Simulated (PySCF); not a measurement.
Isomers of [C3H7O3S]-.

All values: PBE0/pcSseg-1 (PySCF) at GFN2-xTB geometries, gas phase, one conformer each.

Question: Rank by LUMO energy, lowest first.
A. `CC(C)S(=O)(=O)[O-]`
B. `[CH3:1][S:2](=[O:3])(=[O:4])[CH2:5][CH2:6][O-:7]` (charge -1) with C1–S2–C5–C6 -42°, S2–C5–C6–O7 71°
C. `[CH2-:1][S:2](=[O:3])(=[O:4])[O:5][CH2:6][CH3:7]` (charge -1) with H–C1–S2–O3 -56° and -173°, C1–S2–O5–C6 180°, S2–O5–C6–C7 180°

Answer: C (4.97 eV), A (5.21 eV), B (5.38 eV).

Question: Rank by the highest Hirshfeld charge on any atom, lowest value first.
A. `[CH3:1][CH2:2][O:3][CH2:4][S@@:5](=[O:6])[O-:7]` (charge -1) with C1–C2–O3–C4 -164°, C2–O3–C4–S5 64°, O3–C4–S5–O6 168°
B. `CC(C)S(=O)(=O)[O-]`
C. `[CH3:1][S:2](=[O:3])(=[O:4])[CH2:5][CH2:6][O-:7]` (charge -1) with C1–S2–C5–C6 -42°, S2–C5–C6–O7 71°
D. `[CH2-:1][S:2](=[O:3])(=[O:4])[O:5][CH2:6][CH3:7]` (charge -1) with H–C1–S2–O3 -56° and -173°, C1–S2–O5–C6 180°, S2–O5–C6–C7 180°

Answer: A (+0.198 e), B (+0.446 e), D (+0.463 e), C (+0.500 e).

Question: Rank by HOMO energy, highest first.
A. `[CH3:1][CH2:2][O:3][CH2:4][S@@:5](=[O:6])[O-:7]` (charge -1) with C1–C2–O3–C4 -164°, C2–O3–C4–S5 64°, O3–C4–S5–O6 168°
B. `[CH3:1][S:2](=[O:3])(=[O:4])[CH2:5][CH2:6][O-:7]` (charge -1) with C1–S2–C5–C6 -42°, S2–C5–C6–O7 71°
C. `CC(S(=O)(=O)[O-])C`
D. `[CH2-:1][S:2](=[O:3])(=[O:4])[O:5][CH2:6][CH3:7]` (charge -1) with H–C1–S2–O3 -56° and -173°, C1–S2–O5–C6 180°, S2–O5–C6–C7 180°

Answer: A (-0.30 eV), B (-0.61 eV), D (-1.19 eV), C (-1.91 eV).

All values together:

```tsv
SMILES	HOMO (eV)	LUMO (eV)	lowest IAO charge (e)	highest IAO charge (e)	lowest Hirshfeld charge (e)	highest Hirshfeld charge (e)
[CH2-]S(=O)(=O)OCC	-1.19	4.97	-0.938 (O)	+2.056 (S)	-0.390 (O)	+0.463 (S)
CS(=O)(=O)CC[O-]	-0.61	5.38	-0.956 (O)	+1.968 (S)	-0.473 (O)	+0.500 (S)
CCOC[S@@](=O)[O-]	-0.30	4.96	-0.999 (O)	+1.271 (S)	-0.478 (O)	+0.198 (S)
CC(C)S(=O)(=O)[O-]	-1.91	5.21	-0.984 (O)	+2.182 (S)	-0.427 (O)	+0.446 (S)
```

Conformers: `[CH2-:1][S:2](=[O:3])(=[O:4])[O:5][CH2:6][CH3:7]` (charge -1) with H–C1–S2–O3 -56° and -173°, C1–S2–O5–C6 180°, S2–O5–C6–C7 180°; `[CH3:1][S:2](=[O:3])(=[O:4])[CH2:5][CH2:6][O-:7]` (charge -1) with C1–S2–C5–C6 -42°, S2–C5–C6–O7 71°; `[CH3:1][CH2:2][O:3][CH2:4][S@@:5](=[O:6])[O-:7]` (charge -1) with C1–C2–O3–C4 -164°, C2–O3–C4–S5 64°, O3–C4–S5–O6 168°.
